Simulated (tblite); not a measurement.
C₉H₁₄P (charge -1).
Cartesian coordinates in Å at the GFN2-xTB level; atoms count from 1:
```
atom  x, y, z in Å
C1    -0.7532    2.4879    0.0193
C2    -0.5172    1.4103    1.0809
C3     0.2300    0.2314    0.5222
C4     1.5981    0.2981    0.2116
C5     2.1122   -0.8755   -0.2966
C6     3.5443   -1.0592   -0.7082
P7     0.8872   -2.1282   -0.4059
C8    -0.3091   -1.0156    0.2487
C9    -1.7398   -1.4247    0.4528
C10   -2.6493   -0.9473   -0.6820
H11    0.1991    2.8360   -0.3761
H12   -1.2936    3.3431    0.4326
H13   -1.3288    2.0796   -0.8095
H14   -1.4812    1.0935    1.4889
H15    0.0597    1.8532    1.9031
H16    2.1999    1.1883    0.3674
H17    3.7991   -0.4140   -1.5561
H18    4.2249   -0.8097    0.1125
H19    3.7252   -2.0929   -1.0014
H20   -2.1206   -1.0339    1.4061
H21   -1.7899   -2.5169    0.5012
H22   -2.6603    0.1396   -0.7287
H23   -3.6750   -1.2987   -0.5442
H24   -2.2733   -1.3244   -1.6311
```

Calculated harmonic vibrations of the isolated species, GFN2-xTB (tblite), most abundant isotopes, no scaling. Errors from tens to a few hundred cm⁻¹ against measured bands are possible. One conformer, not necessarily the lowest.

Harmonic wavenumbers (cm⁻¹): 63.5, 75.5, 83.4, 111.2, 122.9, 182.6, 190.5, 215.9, 245.9, 285.2, 296.7, 382.6, 412.8, 445.5, 492.6, 556.4, 607.2, 698.3, 739.3, 776.8, 798.1, 815.6, 922.1, 987.6, 989.6, 1022.7, 1025.2, 1052.8, 1069.2, 1072.4, 1116.3, 1153.8, 1188.1, 1229.3, 1255.1, 1259.0, 1319.0, 1322.6, 1388.5, 1391.8, 1398.6, 1413.4, 1457.6, 1486.8, 1499.2, 1501.6, 1503.1, 1506.3, 1510.2, 1514.9, 1516.3, 1528.8, 2875.4, 2891.2, 2901.9, 2926.2, 2940.3, 2948.1, 2954.1, 2957.6, 2977.8, 3000.5, 3016.7, 3021.6, 3026.6, 3028.0.

A = 1492, B = 924.6, C = 626.1 MHz; mass 153.083 u (most abundant isotopes); point group C1, symmetry number 1.

Problem. What is the zero-point energy?

Solution. Half the sum of the wavenumbers: 44333 cm⁻¹ = 126.76 kcal/mol.

Problem. Entropy at 273.15 K, 1 bar (ideal gas, RRHO, classical rotation)?

Solution. Translation 40.58, rotation 30.04, vibration 33.35: S = 104.0 cal/(mol K).

Problem. And Cp and H(273.15 K) − H(0)?

Solution. Cp = 42.27 cal/(mol K), of which vibrations give 34.32 (their classical limit is 66 R = 131.2); H(273.15 K) − H(0) = 7.06 kcal/mol without the zero-point energy, 4.88 from vibrations.

Problem. Blend soft modes into free rotors: weight 1/[1 + (100 cm⁻¹/ν̃)⁴] for the oscillator and the rest for a rotor with moment μB/(μ + B), μ = h/(8π²ν), B = 10⁻⁴⁴ kg m². What vibrational entropy results?

Solution. 31.25 cal/(mol K) in place of 33.35, which changes −T·S at 273.15 K by +0.57 kcal/mol.

Problem. How do the functions run with temperature in this model?

Solution. 
```json
{"T (K)": "50", "S (cal/(mol K))": "60.4", "Cp (cal/(mol K))": "14.6", "H − H(0) (kcal/mol)": "0.52", "G − H(0) (kcal/mol)": "-2.51", "ln q(vib)": "0.48"}
{"T (K)": "100", "S (cal/(mol K))": "73.0", "Cp (cal/(mol K))": "22.3", "H − H(0) (kcal/mol)": "1.45", "G − H(0) (kcal/mol)": "-5.86", "ln q(vib)": "1.95"}
{"T (K)": "298.15", "S (cal/(mol K))": "107.8", "Cp (cal/(mol K))": "45.3", "H − H(0) (kcal/mol)": "8.15", "G − H(0) (kcal/mol)": "-23.99", "ln q(vib)": "8.60"}
{"T (K)": "373.15", "S (cal/(mol K))": "118.9", "Cp (cal/(mol K))": "54.3", "H − H(0) (kcal/mol)": "11.89", "G − H(0) (kcal/mol)": "-32.49", "ln q(vib)": "11.04"}
{"T (K)": "500", "S (cal/(mol K))": "136.8", "Cp (cal/(mol K))": "68.3", "H − H(0) (kcal/mol)": "19.69", "G − H(0) (kcal/mol)": "-48.73", "ln q(vib)": "15.09"}
{"T (K)": "750", "S (cal/(mol K))": "168.7", "Cp (cal/(mol K))": "88.8", "H − H(0) (kcal/mol)": "39.51", "G − H(0) (kcal/mol)": "-87.01", "ln q(vib)": "22.81"}
{"T (K)": "1000", "S (cal/(mol K))": "196.2", "Cp (cal/(mol K))": "102.5", "H − H(0) (kcal/mol)": "63.53", "G − H(0) (kcal/mol)": "-132.71", "ln q(vib)": "30.06"}
```

q(vib) and H(0) count from the zero-point level.

Hindered rotation and anharmonicity are outside this model. Other conformers, if any are populated, would add a mixing term that is left out. The structure is chiral; the term R ln 2 for an equal mix with its mirror image is left out.

Hardware: one thread, Arm Neoverse N1 (aarch64), shared host with 64 logical CPUs at a one-minute load of 52. Cost: 2.1 s of wall time. This covers the Hessian and the dipole derivatives.
